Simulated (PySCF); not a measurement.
Compound: C6H7B (charge -1 and doublet state).
Numbering: `[BH2-:1][c:2]1[cH:3][cH:4][cH:5][cH:6][cH:7]1` (hydrogens: H8, H9 on B1; H10 on C3; H11 on C4; H12 on C5; H13 on C6; H14 on C7)

Structure used (PBE0-D3(BJ)/def2-SVP), in Å, numbered top down from 1:
```
atom  x, y, z in Å
B1     2.1901   -0.0840    1.0540
C2     0.8162   -0.0275    0.4027
C3    -0.0482   -1.1698    0.3016
C4    -1.2993   -1.1212   -0.2902
C5    -1.7983    0.0775   -0.8355
C6    -0.9831    1.2235   -0.7588
C7     0.2674    1.1714   -0.1664
H8     2.8972    0.9185    1.1188
H9     2.6186   -1.1331    1.5277
H10    0.3088   -2.1197    0.7160
H11   -1.9109   -2.0310   -0.3350
H12   -2.7860    0.1172   -1.3037
H13   -1.3442    2.1721   -1.1754
H14    0.8755    2.0823   -0.1243
```

Computed, not measured: UKS B3LYP, IGLO-III on B C, pcH-1 on H, non-relativistic, mean-field spin-orbit, GIAO (PySCF). Whether the extra electron is bound in the gas phase wasn't checked; a finite basis holds it in any case. No stability test was run, so a lower SCF solution isn't excluded. No frequencies were computed at this geometry's level, so the symmetric structure isn't shown to be a minimum.

Principal values of hyperfine tensors in MHz (contact and dipolar terms together), for some of the nuclei:

| atom | isotope | A1 | A2 | A3 | alike by the symmetry of this geometry |
| --- | --- | --- | --- | --- | --- |
| H9 | 1H | -41.50 | -27.14 | -18.68 | H8 |
| B1 | 11B | -0.49 | 0.31 | 70.20 | none |
| C5 | 13C | 1.28 | 2.68 | 64.88 | none |
| C2 | 13C | -24.68 | -23.41 | -17.58 | none |
| C6 | 13C | -23.59 | -12.79 | -11.20 | C4 |
| C7 | 13C | 0.32 | 1.01 | 37.75 | C3 |
| H14 | 1H | -14.84 | -12.85 | -5.29 | H10 |
| H13 | 1H | 1.17 | 3.35 | 5.24 | H11 |

Give the isotropic coupling of each nucleus in MHz and in mT (g = 2.0025), and the anisotropic part.

a_iso = (A1 + A2 + A3)/3, Ti = Ai − a_iso; 1 mT corresponds to 28.027 MHz.

| atom | a_iso (MHz) | a_iso (mT) | T1 | T2 | T3 |
| --- | --- | --- | --- | --- | --- |
| H9 | -29.11 | -1.039 | -12.39 | 1.97 | 10.43 |
| B1 | 23.34 | 0.833 | -23.83 | -23.03 | 46.86 |
| C5 | 22.95 | 0.819 | -21.67 | -20.27 | 41.93 |
| C2 | -21.89 | -0.781 | -2.79 | -1.52 | 4.31 |
| C6 | -15.86 | -0.566 | -7.73 | 3.07 | 4.66 |
| C7 | 13.03 | 0.465 | -12.71 | -12.02 | 24.72 |
| H14 | -10.99 | -0.392 | -3.84 | -1.85 | 5.70 |
| H13 | 3.25 | 0.116 | -2.09 | 0.10 | 1.99 |

What spin density at the nucleus of C2 lies behind its contact coupling (g_N = 1.40482)?

a_FC = (2μ0/3) gₑ μB g_N μN ρ(0)/(2S·h) = 800.24 MHz × g_N × ρ(0)/(2S), with ρ in bohr⁻³. With a_FC = -21.89 MHz and 2S = 1, ρ(0) = -0.01947 bohr⁻³.

H12 (1H, g_N = 5.58569) isn't in the table. Its spin density at the nucleus is -0.004346 bohr⁻³. What is its contact coupling?

By the same relation, a_FC = -19.43 MHz. Its full tensor has the principal values -30.90, -18.28, -9.10 MHz.

Which nucleus of the table has the largest anisotropic coupling, and what is its form?

B1: -23.8, -23.0, 46.9 MHz, axial, in the ratio −1:−1:+2, the form that spin in one p orbital centred on that nucleus gives.

In a single crystal, with the field along each principal axis of the tensor of C5 in turn, what first-order splitting does this nucleus give (isotropic g, quadrupole terms neglected)?

2 lines (I = 1/2), spaced by |A_i|/(g × 13.996): 0.05, 0.10, 2.31 mT along the axes of A1, A2 and A3.
